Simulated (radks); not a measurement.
Te III, configuration [Kr] 4d9 5p5 (not the ground configuration).

Method: Dirac Kohn-Sham, LDA (Slater exchange, Perdew-Wang correlation), spin-unpolarised, spherical densities, finite nucleus; open shells are shared between the two j in proportion to 2j + 1; Fermi nuclear charge, rms radius 4.7423 fm; computed with a radial shooting solver on a logarithmic mesh with Libxc functionals.

Energy parts (hartree):
part                        energy
total                  -6787.59138
kinetic                 7176.10024
electron-nucleus      -16440.51833
Hartree                 2645.98980
exchange-correlation    -169.16309

Orbitals (lengths in bohr, moments of r in powers of bohr; r(max) is where P^2 peaks; r(90%) holds 90 % of the orbital's charge):
| orbital | occ. | eigenvalue (hartree) | <r> | r(90%) | <r^4> | r(max) | small-component weight |
|---|---|---|---|---|---|---|---|
| 1s1/2 | 2 | -1161.297 | 0.02784 | 0.0500 | 2.881e-06 | 0.01795 | 3.66e-02 |
| 2s1/2 | 2 | -179.0710 | 0.1195 | 0.185 | 0.0004930 | 0.1016 | 7.79e-03 |
| 2p1/2 | 2 | -167.9444 | 0.1009 | 0.165 | 0.0003153 | 0.07796 | 7.82e-03 |
| 2p3/2 | 4 | -157.8717 | 0.1064 | 0.173 | 0.0003757 | 0.08267 | 7.44e-03 |
| 3s1/2 | 2 | -36.54835 | 0.3223 | 0.474 | 0.02154 | 0.2932 | 2.29e-03 |
| 3p1/2 | 2 | -31.96519 | 0.3125 | 0.470 | 0.02061 | 0.2793 | 2.23e-03 |
| 3p3/2 | 4 | -30.08740 | 0.3240 | 0.486 | 0.02362 | 0.2900 | 2.13e-03 |
| 3d3/2 | 4 | -21.97133 | 0.2947 | 0.464 | 0.01948 | 0.2358 | 2.01e-03 |
| 3d5/2 | 6 | -21.57806 | 0.2984 | 0.469 | 0.02033 | 0.2388 | 1.98e-03 |
| 4s1/2 | 2 | -7.12549 | 0.7605 | 1.10 | 0.6299 | 0.6995 | 6.55e-04 |
| 4p1/2 | 2 | -5.53884 | 0.7949 | 1.16 | 0.7899 | 0.7187 | 5.95e-04 |
| 4p3/2 | 4 | -5.17188 | 0.8229 | 1.20 | 0.9070 | 0.7431 | 5.62e-04 |
| 4d3/2 | 3.6 | -2.61905 | 0.9390 | 1.43 | 1.799 | 0.7980 | 4.26e-04 |
| 4d5/2 | 5.4 | -2.56176 | 0.9500 | 1.45 | 1.885 | 0.8066 | 4.18e-04 |
| 5p1/2 | 1.66667 | -0.97044 | 2.153 | 3.13 | 41.24 | 1.896 | 1.01e-04 |
| 5p3/2 | 3.33333 | -0.92258 | 2.228 | 3.24 | 47.18 | 1.965 | 9.46e-05 |

The highest occupied level is 5p3/2 at -25.105 eV. The electron density at the nucleus is 2.269e+05 e/bohr^3. Summed over all electrons, <r^2> = 44.74 bohr^2, which gives a Langevin (diamagnetic) susceptibility term of -35.4 x 10^-6 cm^3/mol. The density falls to 0.001 e/bohr^3 at r = 4.04 bohr.
